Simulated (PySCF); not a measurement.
## Bromine: a sound run and one with changed settings

Sound run: Br⁺ [Ar] 3d10 4s2 4p4, Br²⁺ [Ar] 3d10 4s2 4p3. Computed with PySCF 2.14 in x2c-SVPall, with scalar relativity by spin-free X2C-1e. The sound run starts from symmetry-adapted Hartree-Fock orbitals and uses a fine grid where one is needed.

Changed run: 26 angular points. This setting is unsound on purpose.

```json
{"species": "Br⁺", "method": "UHF", "sound run (hartree)": "-2603.56151", "changed run (hartree)": "-2603.56151", "converged": "yes"}
{"species": "Br⁺", "method": "M06-2X", "sound run (hartree)": "-2605.43356", "changed run (hartree)": "-2605.43417", "converged": "yes"}
{"species": "Br⁺", "method": "r2SCAN", "sound run (hartree)": "-2605.30753", "changed run (hartree)": "-2605.30894", "converged": "yes"}
{"species": "Br²⁺", "method": "UHF", "sound run (hartree)": "-2602.81535", "changed run (hartree)": "-2602.81535", "converged": "yes"}
{"species": "Br²⁺", "method": "M06-2X", "sound run (hartree)": "-2604.64818", "changed run (hartree)": "-2604.64818", "converged": "yes"}
{"species": "Br²⁺", "method": "r2SCAN", "sound run (hartree)": "-2604.51626", "changed run (hartree)": "-2604.51626", "converged": "yes"}
```

Ionisation energy of Br⁺:

```tsv
method	sound run (eV)	changed run (eV)
UHF	20.304	20.304
M06-2X	21.371	21.388
r2SCAN	21.532	21.570
```

A coarse angular grid integrates products of high-l functions wrongly, so density functionals can shift, and the SCF can exploit the error; Hartree-Fock and MP2 need no grid.

For comparison, NIST gives 21.591 eV between the lowest levels.
